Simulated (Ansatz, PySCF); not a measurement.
SiOF2, SMILES [Si](F)(F)=O. Atoms are numbered in the order given.

```xyz
4

Si     0.0000     0.0000     0.1272
O      0.0000     0.0000     1.6318
F      0.0000     1.2436    -0.8319
F      0.0000    -1.2436    -0.8319
```

The structure is a stationary point at B3LYP-D3(BJ)/def2-TZVP.

Two levels are set side by side: PBE-D3(BJ)/def2-TZVP (Ansatz, an electronic-structure program) and B3LYP-D3(BJ)/def2-TZVP (Ansatz). Each level has its own optimised geometry; the coordinates shown are those of the second. Frequencies come from the Hessian of PySCF at each geometry. Differences are taken from unrounded values.

```csv
quantity,B3LYP-D3(BJ)
mean bond length (Å),1.549
bond Si1–O2 (Å),1.505
bond Si1–F3 (Å),1.571
bond Si1–F4 (Å),1.571
highest harmonic wavenumber (cm⁻¹),1327
mean harmonic wavenumber (cm⁻¹),697
zero-point energy (kcal/mol),5.98
```

Problem. What does PBE-D3(BJ) give, and how far is it from B3LYP-D3(BJ)? (The exact figures need the calculation; the answer reports its results.)

Solution. 
| quantity | PBE-D3(BJ) | PBE-D3(BJ) minus B3LYP-D3(BJ) |
|---|---|---|
| mean bond length (Å) | 1.564 | 0.016 |
| bond Si1–O2 (Å) | 1.520 | 0.016 |
| bond Si1–F3 (Å) | 1.586 | 0.016 |
| bond Si1–F4 (Å) | 1.586 | 0.016 |
| highest harmonic wavenumber (cm⁻¹) | 1277 | -50 |
| mean harmonic wavenumber (cm⁻¹) | 668 | -29 |
| zero-point energy (kcal/mol) | 5.73 | -0.25 |

GGA bonds tend to be longer and softer than those of functionals with exact exchange. Differences between two approximate levels are no errors against the true value.
